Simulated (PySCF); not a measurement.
**Radial density of Mg⁺ (magnesium, charge +1)**

PBE, [Ne] 3s1, 2S determinant. Computed with PySCF 2.14 in cc-pVDZ-DK (4s3p1d, 18 functions), with scalar relativity by spin-free X2C-1e.

| r (bohr) | 4πr²ρ (e/bohr) | 4πr²(ρα − ρβ) |
| --- | --- | --- |
| 0.00208 | 0.06346 | 0.0001 |
| 0.00350 | 0.1709 | 0.0003 |
| 0.00589 | 0.4416 | 0.0007 |
| 0.00990 | 1.110 | 0.0018 |
| 0.0167 | 2.630 | 0.0042 |
| 0.0280 | 5.614 | 0.0088 |
| 0.0471 | 10.00 | 0.0146 |
| 0.0793 | 13.26 | 0.0152 |
| 0.133 | 11.25 | 0.0035 |
| 0.224 | 7.387 | 0.0027 |
| 0.377 | 9.826 | 0.0468 |
| 0.634 | 10.08 | 0.0368 |
| 1.07 | 3.538 | 0.0173 |
| 1.79 | 0.6022 | 0.3149 |
| 3.02 | 0.3570 | 0.3538 |
| 5.08 | 0.04315 | 0.0431 |
| 8.54 | 0.0003027 | 0.0003 |

Densities and radii are taken from the X2C orbitals without a picture-change correction, which distorts them close to the nucleus.
